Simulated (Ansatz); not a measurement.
C2H9OPSi can be A, `CC[SiH](O)P`, or B, `C[Si](C)(O)P`.

Program: Ansatz. Geometries: PBE0-D4/def2-TZVP. ΔE: electronic, gas phase. CCSD(T)/CBS adds triple-zeta CCSD(T) − MP2 to the extrapolated MP2 energy (def2 sets, frozen cores). Functionals use def2-TZVPP. B3LYP here is the variant with VWN-RPA as its local correlation; programs differ in this. One conformer a species, not always the lowest.

A:

Z-matrix (Å, degrees):
```
C
C 1 1.525
H 1 1.093 2 111.6
H 1 1.093 2 111.6 3 -120.1
H 1 1.094 2 111.4 3 120.3
Si 2 1.873 1 115.0 3 -61.0
H 2 1.096 1 110.6 3 61.4
H 2 1.097 1 110.3 3 178.4
P 6 2.265 2 113.7 1 64.2
O 6 1.653 2 111.4 1 -59.7
H 6 1.486 2 109.6 1 -175.9
H 9 1.422 6 92.7 2 46.3
H 9 1.423 6 94.0 2 -46.9
H 10 0.957 6 118.2 2 74.4
```

B:

Z-matrix (Å, degrees):
```
C
Si 1 1.869
H 1 1.093 2 110.8
H 1 1.095 2 111.0 3 -119.5
H 1 1.092 2 111.1 3 120.1
C 2 1.867 1 109.9 3 59.9
O 2 1.657 1 110.2 3 -177.1
P 2 2.255 1 113.8 3 -61.8
H 6 1.093 2 111.1 1 -61.4
H 6 1.094 2 110.9 1 58.3
H 6 1.092 2 110.9 1 178.3
H 7 0.958 2 117.5 1 -45.2
H 8 1.423 2 92.6 1 53.6
H 8 1.421 2 94.0 1 -39.8
```

Q: Which isomer does CCSD(T)/CBS put lower? Give the gap. (Best estimate.)

A: Computed: B, by 14.3 kcal/mol.

Q: Give E(B) − E(A) in kcal/mol with B3LYP-D4, ωB97M-V, HF/def2-TZVPP, PBE-D4, B3LYP, CCSD/def2-TZVPP, r2SCAN-D4. (An estimate is asked.)

A: Ansatz gave: B3LYP-D4 -14.2, ωB97M-V -14.8, HF/def2-TZVPP -13.4, PBE-D4 -14.1, B3LYP -14.0, CCSD/def2-TZVPP -14.0, r2SCAN-D4 -15.2. None reverses the order clearly.

Largest T1 diagnostic: 0.012.
